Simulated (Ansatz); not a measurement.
Gas-phase electronic energies from Ansatz, PBE0-D4/def2-TZVP geometries. CCSD(T)/CBS adds triple-zeta CCSD(T) − MP2 to the extrapolated MP2 energy (def2 sets, frozen cores). This one scheme is used for every species. DFT in def2-TZVPP. B3LYP here is the variant with VWN-RPA as its local correlation; programs differ in this. One conformer a species, not always the lowest.

`CB[SiH2]BC` + H₂O → `CBO` + `CB[SiH3]`  (formal hydrolysis of a B–Si bond)

```csv
level,ΔE (kJ/mol),difference from CCSD(T)/CBS
B3LYP-D4,-162.6,-6.7
r2SCAN,-159.4,-3.5
PBE0,-156.5,-0.6
HF/def2-TZVPP,-182.8,-26.9
MP2/def2-TZVPP,-164.4,-8.5
SCS-MP2/def2-TZVPP,-168.6,-12.7
HF/def2-QZVPP,-182.7,-26.8
HF/CBS(def2),-182.7,-26.8
MP2/CBS(def2),-159.0,-3.1
CCSD/CBS(def2),-158.5,-2.6
CCSD(T)/CBS,-155.9,0
```

Largest T1 diagnostic among the species: 0.013.

From PBE to PBE0 (25 % exact exchange), in def2-TZVPP and without D4, ΔE moves by −3.8 kJ/mol. In def2-TZVPP, CCSD(T) changes the Hartree–Fock value by +21.6 kJ/mol (the triples alone add +2.6 kJ/mol) and MP2 by +18.5 kJ/mol. The D4 term adds +7.4 kJ/mol with B3LYP and +4.5 kJ/mol with PBE0; it sums over pairs of atoms, weighted by their polarisabilities, and B3LYP, whose exchange is more repulsive, gets the larger term.
